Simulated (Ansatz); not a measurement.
Molecule: CdF2 (charge +1, doublet). The spin state was set by rule; other spins were not relaxed. SMILES of the parent species: [F][Cd][F]
Coordinates optimised at B3LYP-D3(BJ)/def2-TZVP (Ansatz, a program for electronic structure):
```
Cd
F 1 1.9832
F 1 1.9832 2 180.00
```
Charge +1, spin multiplicity 2.

Task: Give the harmonic wavenumbers at B3LYP-D3(BJ)/def2-TZVP (Ansatz, finite differences of forces, unscaled).

Result: 87, 103, 435, 442 cm⁻¹. Zero-point energy 1.5 kcal/mol.

Task: From these and the geometry, give the ideal-gas thermochemistry at 298.15 K and 1 atm (rigid rotor, harmonic oscillator).

Result: Point group D∞h, rotational symmetry number 2. Rotational constants 3.382, 3.382 GHz. S(trans) 40.93, S(rot) 15.55, S(vib) 8.78, S(elec, spin only) 1.38, S 66.6 cal/(mol K). H(298) - H(0) 3.35 kcal/mol; G - E(el) -15.0 kcal/mol.
